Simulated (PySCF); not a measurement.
C7H5FNO (doublet state).
Geometry (GFN2-xTB, Å), atoms numbered from 1 in this order:
```
atom  x, y, z in Å
F1     3.0043    1.7324   -0.1875
C2     2.2973    0.6280   -0.0131
N3     2.8842   -0.5153    0.2286
O4     1.9026   -1.4579    0.3602
C5     0.6912   -0.8659    0.1931
C6     0.8945    0.5217   -0.0580
C7    -0.2117    1.3824   -0.2701
C8    -1.4493    0.8567   -0.2286
C9    -1.7349   -0.5872    0.0280
C10   -0.5352   -1.4453    0.2454
H11   -0.0402    2.4308   -0.4583
H12   -2.3141    1.4840   -0.3858
H13   -2.4047   -0.6704    0.8974
H14   -2.3230   -0.9897   -0.8108
H15   -0.6655   -2.4962    0.4373
```

The species is `Fc1noc2c1=C[CH]CC=2` [radical].

The calculation used PySCF, UKS B3LYP, pcH-1 on C F H N O, non-relativistic, mean-field spin-orbit, GIAO. Geometry: GFN2-xTB; no solvent, vibrations or thermal averaging. The geometry wasn't refined by DFT: couplings that depend on bond lengths, twists or pyramidal angles can differ widely from those at the functional's own minimum. The SCF solution wasn't tested for stability. ⟨S²⟩ is 0.782 where a pure state has 0.75.

Largest spin populations (Mulliken): C10 (+0.53), C6 (+0.34), N3 (+0.26) and C8 (+0.24). Four atoms exceed +0.15. The positive populations add up to 1.52 and the negative ones to -0.52, together 2S = 1. The angles at C10 add up to 360.0°, so it is planar.

Task: McConnell's relation a(H) = Q·ρ ties the coupling of a proton on a planar π carbon to the spin population of that carbon. What Q do the computed values give?

Result: 
```
  H    C    ρ(C)  a(H) (G)  a/ρ (G)
H11   C7  -0.120     +2.24    -18.7
H12   C8  +0.241     -5.81    -24.1
H15  C10  +0.527    -12.11    -23.0
```

A least-squares line through the origin gives Q = -23.0 G with Mulliken populations. Where ρ is negative the coupling is positive.

Task: Leave H11 and its like out of the fit. How well does the relation then predict its coupling?

Result: The other protons give Q = -23.2 G, so a = -23.2 × -0.120 ≈ 2.79 G, against the computed 2.24 G.

Couplings in gauss use g_iso = 2.0031.

The SMILES draws the unpaired electron on C8; the largest computed Mulliken spin population is on C10 (0.53 against 0.24).
